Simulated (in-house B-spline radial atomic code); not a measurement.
## RPA and G0W0 on Hartree-Fock: the chromium ion Cr⁺

Configuration [Ar] 3d5, highest spin, mean-field start Hartree-Fock. Computed with an all-electron radial atomic-structure program (B-spline basis): all electrons, non-relativistic, point nucleus, each spin shell either full or empty, empty states to l = 9 with an (l + 1/2)⁻⁴ tail; G0W0 by contour deformation at full frequency.

Command:
```bash
python run_gw.py task.json out
```
Settings (radii: box in bohr, nucleus in fm):
```
Z                        24
electrons                23
configuration            [Ar] 3d5
hamiltonian              nr
method                   hf
lmax                     9
spin_polarised           True
box_radius               23.78
intervals                52
```

Cost of the run: 3.1 s on 1 thread of Arm Neoverse N1, with other jobs on the host.

Energies (hartree):

```
                                     term        value
                         mean-field total  -1043.13990
Hartree-Fock functional on these orbitals  -1043.13990
                      direct second order      -1.5631
                    second-order exchange      0.51793
                         SOSEX correction      0.47752
```

Task: What is the RPA correlation energy, and what remains with SOSEX?

Result: RPA gives -1.3774 hartree (-1.63 eV per electron); RPA + SOSEX gives -0.8999, and the second-order doubles (MP2) -1.0452 hartree. RPA lacks exchange-type terms and so overcorrelates at short range.

Quasi-particle levels (eV):

```tsv
level	occupied	mean field	Σx - vxc	Σc	QP weight	G0W0
3d up	yes	-17.666	0.00	?	?	?
3p down	yes	-57.32	0.00	1.50	0.913	-55.82
4s up	no	-5.782	0.00	-0.65	0.986	-6.428
```

G0W0 = mean field + (Σx - vxc) + Σc, with Σc (partial-wave tail included) taken at the quasi-particle energy. Only the outer levels were computed. Levels of low weight are left out.

Task: Where does G0W0 put 3d up?

Result: At -17.095 eV, with Σc = 0.57 eV and a quasi-particle weight of 0.934. The tabulated removal energy is 16.486 eV (NIST, measured); the calculation leaves out relativity, Breit and QED terms, and what these don't explain is the method's own error.
